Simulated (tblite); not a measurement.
Compound: C5H8NO (doublet state).
SMILES with atom numbers: `[CH3:1][C:2](=[O:3])[NH:4][C:5]1[CH2:6][CH2:7]1` (hydrogens: H8, H9, H10 on C1; H11 on N4; H12, H13 on C6; H14, H15 on C7)

Computed geometry: GFN2-xTB, gas phase. This method treats the open shell by occupation alone, without spin polarisation.

Question: Give the optimised bond lengths and angles.

Answer: 
| bond | length (bohr) |
| --- | --- |
| C1–C2 | 2.859 |
| C2=O3 | 2.291 |
| C2–N4 | 2.603 |
| N4–C5 | 2.574 |
| C5–C6, C5–C7 | 2.770 |
| C6–C7 | 2.880 |
| C1–H8, C1–H9, C1–H10 | 2.056 |
| N4–H11 | 1.915 |
| C6–H12 and 3 like bonds | 2.045 |

Bonds in one row agree within 0.02 bohr and their mean is given. A selection of angles:
| angle | degrees |
| --- | --- |
| C2–C1–H8 | 109.1 |
| H8–C1–H9 | 109.1 |
| C1–C2–O3 | 124.7 |
| C1–C2–N4 | 112.6 |
| O3–C2–N4 | 122.7 |
| C2–N4–C5 | 125.1 |
| C2–N4–H11 | 117.7 |
| C5–N4–H11 | 116.8 |
| N4–C5–C6 | 132.2 |
| C6–C5–C7 | 62.6 |
| C5–C6–C7 | 58.8 |
| C5–C6–H12 | 118.6 |
| C7–C6–H12 | 117.6 |
| C7–C6–H13 | 119.6 |
| H12–C6–H13 | 113.1 |

Dihedral angles: C1–C2–N4–C5 173° (antiperiplanar); C2–N4–C5–C6 47° (synclinal); N4–C5–C6–C7 122° (anticlinal); N4–C5–C7–C6 -123° (anticlinal). The mirror-image conformer, all signs reversed, is as good.

The 4 C–C bonds span 1.463 Å (C5–C6, drawn single) to 1.524 Å (C6–C7, drawn single), a spread of 0.061 Å. N4 (nitrogen bonded to 2 C and H) is planar (angles 125.1°, 117.7° and 116.8°, sum 359.6°, 0.04 Å off the plane of its three neighbours). The 3-membered ring C5–C6–C7 has internal angles of 58.5° to 62.6°. C2 (carbon bonded to C, N and O) is planar (angles 124.7°, 122.7° and 112.6°, sum 360.0°, 0.00 Å off the plane of its three neighbours). Of the pairs four or more bonds apart, O3···C6 is among the closest relative to their van der Waals radii: 3.15 Å, 98 % of the sum of Bondi's values. C5 (carbon bonded to 2 C and N) is pyramidal (angles 132.2°, 131.2° and 62.6°, sum 326.0°, 0.43 Å off the plane of its three neighbours).

Point group: C1 (no symmetry element, even within 0.4 Å). Its GFN2-xTB frequencies are all real (lowest 74 cm⁻¹).

The run took 0.32 s wall on one thread, Arm Neoverse V2 (aarch64), no GPU (shared host). That covers the optimisation of the geometry.
